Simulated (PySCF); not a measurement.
**Computed properties of Cd(Cl)(Et) (C2H5CdCl), SMILES [CH2]([Cd][Cl])C**

C2H5CdCl, SMILES [CH2](C)[Cd][Cl]. Geometry: B3LYP-D3(BJ)/def2-SVP. The structure was generated by enumeration; whether it is a known compound was not checked. The def2 effective core potentials stand for the cores of Cd; spin–orbit coupling is left out. The values are those of a single conformer. All values are computed for the isolated molecule unless a solvent is named; none is compared with measurement here.

**Structure.** The optimised structure has Cs symmetry. All 21 harmonic modes at B3LYP-D3(BJ)/def2-SVP (PySCF) are real, so it is a minimum. With heavy atoms numbered as in [Cd:1]([Cl:2])[CH2:3][CH3:4], the shortest bond between them is C3–C4 at 1.530 Å and the longest Cd1–Cl2 at 2.321 Å.

**Vibrations.** The strongest infrared lines (harmonic, unscaled, degenerate partners summed) lie at 1187 cm⁻¹ (52 km/mol, H 69 %, C 31 %), 3011 cm⁻¹ (43 km/mol, H 97 %), 351 cm⁻¹ (36 km/mol, Cl 71 %, Cd 15 %, C 10 %). The softest mode is at 70 cm⁻¹ and the zero-point energy is 40.9 kcal/mol.

**Electronic structure.** M06-2X/def2-TZVP (PySCF) places the frontier levels at -8.65 and -0.34 eV, a gap of 8.31 eV, and gives a dipole moment of 3.55 D and a mean polarisability of 67.0 bohr³. PBE/def2-TZVP (PySCF) at the same geometry gives -6.66 and -1.76 eV, so its gap is 3.41 eV narrower. An orbital gap is neither the optical nor the fundamental gap.

**Excitations.** TDA-ωB97X/def2-SVPD (PySCF) has S1 at 6.41 eV (193 nm, f = 0.080, bright); the most intense of the 10 singlets computed lies at 6.61 eV (f = 0.27). T1 (TDA) is at 5.09 eV, 1.32 eV under S1. TDA-PBE/def2-SVPD (PySCF) puts S1 at 5.26 eV. No vertical singlet excitation falls in the visible range (under 3.1 eV).
